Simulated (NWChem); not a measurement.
System: C₂H₆FNSi; SMILES C/C=N/[SiH2]F

Here is an NWChem input.

```
start job
memory heap 200 mb stack 900 mb global 1100 mb
geometry units angstroms noautoz
  C     -0.164209     2.800050    -0.002676
  C     -0.363366     1.311380    -0.000094
  N      0.600529     0.482186    -0.000993
  Si     0.515392    -1.243146     0.002239
  F     -1.009685    -1.793751     0.003516
  H     -0.649626     3.248169     0.874786
  H      0.900108     3.046336     0.000265
  H     -0.643142     3.243776    -0.886001
  H     -1.418394     0.986368     0.002225
  H      1.186816    -1.734930     1.227659
  H      1.186493    -1.739585    -1.221449
end
basis spherical
  * library 6-31g*
end
dft
  xc xwpbe 1.00 cpbe96 1.0 hfexch 1.00
  cam 0.2 cam_alpha 0.0 cam_beta 1.0
  iterations 150
  vectors input atomic output neutral.movecs
end
task dft energy
charge 1
dft
  odft
  mult 2
  vectors input atomic output cation.movecs
end
task dft energy
```

Parts of the log:

```
             Northwest Computational Chemistry Package (NWChem) 7.3.0
             --------------------------------------------------------

 C1  symmetry detected

                             Geometry "geometry" -> ""
                             -------------------------

 Output coordinates in angstroms (scale by  1.889725989 to convert to a.u.)

  No.       Tag          Charge          X              Y              Z
 ---- ---------------- ---------- -------------- -------------- --------------
    1 C                    6.0000    -0.18554259     2.76616158    -0.00004690
    2 C                    6.0000    -0.37017386     1.27561821     0.00049358
    3 N                    7.0000     0.60176234     0.45586484    -0.00073405
    4 Si                  14.0000     0.53345316    -1.27021806     0.00024145
    5 F                    9.0000    -0.98618211    -1.83566978    -0.00032841
    6 H                    1.0000    -0.67595575     3.20840398     0.87761845
    7 H                    1.0000     0.87631945     3.02281055     0.00400766
    8 H                    1.0000    -0.66812660     3.20632473    -0.88316734
    9 H                    1.0000    -1.42198346     0.94033090     0.00160596
   10 H                    1.0000     1.20873457    -1.75699702     1.22554024
   11 H                    1.0000     1.21026881    -1.75852494    -1.22357124

 Effective nuclear repulsion energy (a.u.)     221.8804738093

  pbe96 is a nonlocal functional; adding pw91lda local functional.

                                 NWChem DFT Module
                                 -----------------

 Summary of "ao basis" -> "ao basis" (spherical)
 ------------------------------------------------------------------------------
       Tag                 Description            Shells   Functions and Types
 ---------------- ------------------------------  ------  ---------------------
 C                           6-31g*                  6       14   3s2p1d
 N                           6-31g*                  6       14   3s2p1d
 Si                          6-31g*                  8       18   4s3p1d
 F                           6-31g*                  6       14   3s2p1d
 H                           6-31g*                  2        2   2s

            General Information
            -------------------
          SCF calculation type: DFT
          Wavefunction type:  closed shell.
          No. of atoms     :    11
          No. of electrons :    48
           Alpha electrons :    24
            Beta electrons :    24
          Charge           :     0
          Spin multiplicity:     1
          Use of symmetry is: off; symmetry adaption is: off
          Maximum number of iterations: 150
          AO basis - number of functions:    86
                     number of shells:    44
          Convergence on energy requested:  1.00D-06
          Convergence on density requested:  1.00D-05
          Convergence on gradient requested:  5.00D-04

              XC Information
              --------------
                     Hartree-Fock (Exact) Exchange  1.000
                     LC-wPBE(h)Exchange Functional  1.000
            Perdew 1991 LDA Correlation Functional  1.000 local
           PerdewBurkeErnz. Correlation Functional  1.000 non-local

           Range-Separation Parameters
           ---------------------------
           Alpha           :  0.00
           Beta            :  1.00
           Gamma           :  0.20
           Short-Range HF  :     F

             Grid Information
             ----------------
          Grid used for XC integration:  medium
          Radial quadrature: Mura-Knowles
          Angular quadrature: Lebedev.
          Tag              B.-S. Rad. Rad. Pts. Rad. Cut. Ang. Pts.
          ---              ---------- --------- --------- ---------
          C                   0.70       49          12.0       434
          N                   0.65       49           9.0       434
          Si                  1.10       88          11.0       590
          F                   0.50       49          12.0       434
          H                   0.35       45          13.0       434
          Grid pruning is: on
          Number of quadrature shells:   554
          Spatial weights used:  Erf1

      Superposition of Atomic Density Guess
      -------------------------------------

 Sum of atomic energies:        -520.79328132

      Non-variational initial energy
      ------------------------------

 Total energy =    -522.992255
 1-e energy   =   -1158.439738
 2-e energy   =     413.567009
 HOMO         =      -0.298806
 LUMO         =      -0.006614

   convergence    iter        energy       DeltaE   RMS-Dens  Diis-err
 ---------------- ----- ----------------- --------- --------- ---------
 d= 0,ls=0.0,diis     1   -523.4653920107 -7.45D+02  1.45D-02  9.32D-01
 d= 0,ls=0.0,diis     2   -523.4468474860  1.85D-02  7.26D-03  1.35D+00
 d= 0,ls=0.0,diis     3   -523.5700770616 -1.23D-01  1.38D-03  2.39D-02
 d= 0,ls=0.0,diis     4   -523.5720877916 -2.01D-03  6.27D-04  8.44D-03
 d= 0,ls=0.0,diis     5   -523.5728899206 -8.02D-04  1.47D-04  3.11D-04
  Resetting Diis
 d= 0,ls=0.0,diis     6   -523.5729207796 -3.09D-05  6.68D-05  1.47D-05
 d= 0,ls=0.0,diis     7   -523.5729230844 -2.30D-06  2.47D-05  1.75D-06
 d= 0,ls=0.0,diis     8   -523.5729231272 -4.28D-08  8.95D-06  1.89D-06

         Total DFT energy =     -523.572923127203
      One electron energy =    -1162.414864071661
           Coulomb energy =      468.022109625520
    Exchange-Corr. energy =      -51.060642490365
 Nuclear repulsion energy =      221.880473809303

 Numeric. integr. density =       47.999997995313

                       DFT Final Molecular Orbital Analysis
                       ------------------------------------

 Vector   22  Occ=2.000000D+00  E=-4.091214D-01
              MO Center=  7.7D-02, -4.1D-01, -1.1D-03, r^2= 4.3D+00
   Bfn.  Coefficient  Atom+Function         Bfn.  Coefficient  Atom+Function
  ----- ------------  ---------------      ----- ------------  ---------------
    65      0.368155   5 F  pz               33     -0.295475   3 N  pz
    69      0.272370   5 F  pz               37     -0.209994   3 N  pz
    51     -0.205431   4 Si pz               19     -0.178030   2 C  pz
    84     -0.164370  10 H  s                86      0.164715  11 H  s
     5      0.143595   1 C  pz               83     -0.124778  10 H  s

 Vector   23  Occ=2.000000D+00  E=-3.665816D-01
              MO Center=  4.9D-01, -2.9D-01,  2.9D-05, r^2= 4.4D+00
   Bfn.  Coefficient  Atom+Function         Bfn.  Coefficient  Atom+Function
  ----- ------------  ---------------      ----- ------------  ---------------
    33      0.312563   3 N  pz               84     -0.272029  10 H  s
    86      0.271943  11 H  s                19      0.258593   2 C  pz
    51     -0.224052   4 Si pz               37      0.206088   3 N  pz
    83     -0.180364  10 H  s                85      0.180282  11 H  s
    65      0.167525   5 F  pz               23      0.166167   2 C  pz

 Vector   24  Occ=2.000000D+00  E=-3.085970D-01
              MO Center=  3.5D-01,  6.1D-01, -3.3D-04, r^2= 2.1D+00
   Bfn.  Coefficient  Atom+Function         Bfn.  Coefficient  Atom+Function
  ----- ------------  ---------------      ----- ------------  ---------------
    31      0.422442   3 N  px               35      0.321093   3 N  px
    32      0.281056   3 N  py               82      0.261459   9 H  s
     6     -0.236017   1 C  s                 4      0.186240   1 C  py
    36      0.171155   3 N  py               34      0.169255   3 N  s
    50     -0.169266   4 Si py               81      0.159042   9 H  s

 Vector   25  Occ=0.000000D+00  E= 3.253964D-02
              MO Center= -5.8D-03,  9.4D-01, -3.8D-04, r^2= 2.4D+00
   Bfn.  Coefficient  Atom+Function         Bfn.  Coefficient  Atom+Function
  ----- ------------  ---------------      ----- ------------  ---------------
    23      0.556390   2 C  pz               19      0.495153   2 C  pz
    37     -0.451964   3 N  pz               33     -0.377879   3 N  pz
    80      0.203975   8 H  s                76     -0.201492   6 H  s
    84      0.196216  10 H  s                86     -0.195492  11 H  s
    55     -0.130345   4 Si pz               51     -0.128328   4 Si pz

 Vector   26  Occ=0.000000D+00  E= 9.925680D-02
              MO Center=  2.6D-01, -1.1D+00,  7.3D-04, r^2= 4.2D+00
   Bfn.  Coefficient  Atom+Function         Bfn.  Coefficient  Atom+Function
  ----- ------------  ---------------      ----- ------------  ---------------
    53      0.917420   4 Si px               66      0.513937   5 F  s
    82     -0.363019   9 H  s                49      0.334181   4 Si px
    21     -0.236065   2 C  px               20      0.234046   2 C  s
    52     -0.192242   4 Si s                54      0.188536   4 Si py
     6      0.182876   1 C  s                35     -0.157720   3 N  px

 Vector   27  Occ=0.000000D+00  E= 1.255179D-01
              MO Center=  4.9D-01, -1.3D+00,  3.5D-04, r^2= 5.0D+00
   Bfn.  Coefficient  Atom+Function         Bfn.  Coefficient  Atom+Function
  ----- ------------  ---------------      ----- ------------  ---------------
    54      1.243018   4 Si py               34     -0.627454   3 N  s
     6     -0.597476   1 C  s                22      0.331271   2 C  py
    84      0.301694  10 H  s                86      0.302067  11 H  s
    50      0.285309   4 Si py               53     -0.283879   4 Si px
    52      0.256570   4 Si s                76      0.255563   6 H  s

     Multipole analysis of the density
     ---------------------------------

     L   x y z        total         alpha         beta         nuclear
     -   - - -        -----         -----         ----         -------
     0   0 0 0     -0.000000    -24.000000    -24.000000     48.000000

[...]
```

Level: LC-wPBE (HJS exchange hole, range parameter 0.2 per bohr)/6-31G* (spherical d), vertical spin-unrestricted ions. All runs use the structure optimised with B3LYP/6-31G* (spherical d).
